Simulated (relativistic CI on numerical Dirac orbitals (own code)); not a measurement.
# Slater and spin-orbit integrals, Ho³³⁺

Method of calculation: Dirac-Coulomb-Breit CI, KLI orbitals optimised for each configuration, model QED (radiative potential, 1s self-energy scaled to tabulated hydrogen-like ionisation energies), unscaled Slater integrals (own radial code, finite nucleus).

Slater integrals F^k, G^k are unscaled and averaged over j, outside the closed core [Ar] 3d10; ζ comes from projecting the Hamiltonian with its Breit term on Σ l·s of the shell.

- 4s2 4p4: F^2(4p,4p) = 215060, ζ(4p) = 295590 cm⁻¹; <r>(4p) = 0.4763, <r^2>(4p) = 0.2565 (bohr units).
- 4s 4p5: G^1(4s,4p) = 281440, ζ(4p) = 295370 cm⁻¹; <r>(4s) = 0.4649, <r^2>(4s) = 0.2428, <r>(4p) = 0.4764, <r^2>(4p) = 0.2566 (bohr units).
- 4s2 4p3 4d: F^2(4p,4p) = 215020, ζ(4p) = 296060, F^2(4p,4d) = 211260, G^1(4p,4d) = 262210, G^3(4p,4d) = 168200, ζ(4d) = 36892 cm⁻¹; <r>(4p) = 0.4763, <r^2>(4p) = 0.2566, <r>(4d) = 0.4773, <r^2>(4d) = 0.2602 (bohr units).

Averages of the first 10 configurations, taken without configuration mixing, which lowers the lowest level and can move excited configurations by several eV; other configurations of the list can lie among them:

```tsv
Configuration	Parity	States	Average energy above the lowest level (eV)
4s2 4p4	even	15	40.4
4s 4p5	odd	12	167.4
4s2 4p3 4d	odd	200	199.2
4p6	even	1	304.0
4s 4p4 4d	even	300	322.0
4s2 4p3 4f	even	280	358.2
4s 4p4 4f	odd	420	481.3
4p5 4d	odd	60	454.5
4s 4p3 4d2	odd	1800	479.4
4s2 4p2 4d 4f	odd	2100	517.6
```
